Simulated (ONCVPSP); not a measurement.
## Configuration tests for Hf (ONCV)

hafnium, optimised norm-conserving Vanderbilt (ONCV), made with ONCVPSP 4.0.1 (PBE, scalar-relativistic). Core [Kr] 4d10 4f14, reference 5s2 5p6 5d2 (charge +2). Waves: 5s: rc 1.25 bohr, ncon 3, nbas 6, qcut 6.6 1/bohr, 3 projectors, debl 0.7 Ha; 5p: rc 2.00 bohr, ncon 3, nbas 8, qcut 6.9 1/bohr, 3 projectors, debl 0.4 Ha; 5d: rc 2.70 bohr, ncon 4, nbas 8, qcut 5.9 1/bohr, 2 projectors, debl 3.7 Ha. Local part: polynomial inside 0.95 bohr (lpopt 5, dvloc0 0 Ha). Core correction: polynomial model core, fcfact 0.6.

In the s channel the program set the typed energies aside and used -3.017, 0.250, 0.950 Ha. In the p channel the program set the typed energies aside and used -1.860, 0.250, 0.650 Ha.

Energies are relative to the spin-unpolarised reference configuration 5s2 5p6 5d2; without spin polarisation the order of configurations can differ from experiment.

(1) Give the all-electron excitation energy and the error of the potential for: 5s2 5p6 5d2 6s2; 5s2 5p6 5d2 6s1; 5s2 5p6 5d1; 5s2 5p6 5d1 6s2.

Note: ghosts flagged at negative energy: d at -358.7 eV; GHOST(+) flagged for s at 40.0 eV, p at 216.9 eV. A true bound ghost makes a file unfit for plane-wave use.

Results:

(1)

```
valence configuration  charge  ΔE all-electron (eV)  error AE − PS (meV)
      5s2 5p6 5d2 6s2       0               -22.157                 -0.2
      5s2 5p6 5d2 6s1      +1               -14.180                 +1.0
          5s2 5p6 5d1      +3                21.794                  -29
      5s2 5p6 5d1 6s2      +1               -15.658                 +5.0
```
